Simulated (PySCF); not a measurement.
**Static response to an electric field**

C₃H₈F₂Si₂.
Structure used (PBE0-D3(BJ)/def2-SVP), in Å, numbered top down from 1:
```
atom  x, y, z in Å
F1     1.5939   -0.9035    1.3414
C2     2.0424   -0.0460    0.3761
F3     2.6106    1.0186    1.0013
Si4    0.5201    0.5120   -0.6551
C5    -0.7841    1.1909    0.5359
Si6   -1.7124   -0.4630    0.3264
C7    -0.5289   -1.0100   -1.0718
H8     2.8386   -0.5706   -0.1852
H9     0.9844    1.3852   -1.7764
H10   -1.3427    2.0589    0.1525
H11   -0.4153    1.4336    1.5435
H12   -3.1345   -0.3157   -0.1146
H13   -1.6523   -1.3376    1.5338
H14   -0.0382   -1.9867   -0.9471
H15   -0.9985   -0.9808   -2.0674
```

Level: B3LYP/def2-SVPD (PySCF), static field, nuclei fixed, core orbitals frozen in the response. The polarisability tensor in these axes (au):

```
x   99.45  6.15 -4.61
y    6.15 83.83 -0.47
z   -4.61 -0.47 82.53
```

Q: Diagonalise the tensor; give its mean and Δα, where Δα² is half the sum of the squared differences of the eigenvalues.

A: Principal values 80.57, 82.64 and 102.59 au; mean 88.60 au = 13.13 Å³ = 14.61 × 10⁻⁴⁰ C²·m²/J; Δα = 21.07 au (24 % of the mean).

Q: What is the dipole moment, and where does it point?

A: (-0.62, -0.15, -1.91) D, 2.01 D in size, pointing from the negative to the positive side. Measured along this direction, the outermost atoms are F3 at the negative end and H15 at the positive end.

Q: Find the Langevin capture rate constant for NO+ (29.998 u) meeting this molecule (138.013 u), k = 2.342 × 10⁻⁹ cm³/s × √(α in Å³ / reduced mass in u).

A: The reduced mass is 24.64 u, so k = 1.71 × 10⁻⁹ cm³/s. The formula leaves out the permanent dipole, which adds to the capture rate.

Q: Rayleigh depolarisation ratio (linearly polarised light, static tensor)?

A: ρ = 3Δα²/(45ᾱ² + 4Δα²) = 1331.3/(353258 + 1775.1) = 0.00375.

Q: What are the principal values of the traceless quadrupole moment, Θ = ½Σq(3rr − r²1), about the centre of nuclear charge?

A: -5.12, -1.43, 6.55 D·Å. The values depend on the origin, since the dipole doesn't vanish. The electronic extent ⟨r²⟩ about the same centre is 1142 bohr², a root-mean-square distance of 2.11 Å for the 72 electrons.

Q: Sum over states: ᾱ = Σ f/ω², ω in Eh. What share falls to these 10 lowest TDDFT singlets (eV, f)? 6.19, 0.0002; 6.70, 0.0019; 6.81, 0.0008; 7.18, 0.0005; 7.35, 0.0232; 7.41, 0.1241; 7.43, 0.0167; 7.54, 0.0101; 7.63, 0.0003; 7.70, 0.0071.

A: They add up to 2.49 au, 2.8 % of the 88.60 au; the largest single term is 1.67 au, from the state at 7.41 eV. Terms in order: 0.00, 0.03, 0.01, 0.01, 0.32, 1.67, 0.22, 0.13, 0.00, 0.09 au. Higher excitations give the rest. The strengths listed sum to 0.185.

Isolated species at its PBE0-D3(BJ)/def2-SVP geometry (one conformer only).

These values come from a run that also computed excited states and ΔSCF ions. Hardware: an Arm Neoverse N1 with one thread, no GPU, shared host with 64 logical CPUs at a one-minute load of 57. Cost: 7.8 min, 0.89 GiB resident at most.
